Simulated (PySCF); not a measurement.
B(F)2(SeH) (BF2HSe), SMILES FB(F)[SeH]. Atoms are numbered in the order given.

```xyz
5

B     -0.0032     0.9629     0.0000
F      1.1306     1.6328     0.0000
F     -1.1326     1.6414     0.0000
Se     0.0428    -0.9762     0.0000
H     -1.4218    -1.0922     0.0000
```

Coordinates come from a PBE0-D3(BJ)/def2-SVP optimisation. One conformer was computed; it need not be the lowest.

Calculation: PBE0/def2-TZVPD (PySCF).

Mulliken values depend strongly on the basis, most of all with diffuse functions as here. Atomic charges (e):

```json
[
 {"atom": "B1", "IAO": "0.57", "Mulliken": "0.54"},
 {"atom": "F2", "IAO": "-0.32", "Mulliken": "-0.22"},
 {"atom": "F3", "IAO": "-0.32", "Mulliken": "-0.22"},
 {"atom": "Se4", "IAO": "-0.02", "Mulliken": "-0.28"},
 {"atom": "H5", "IAO": "0.08", "Mulliken": "0.17"}
]
```
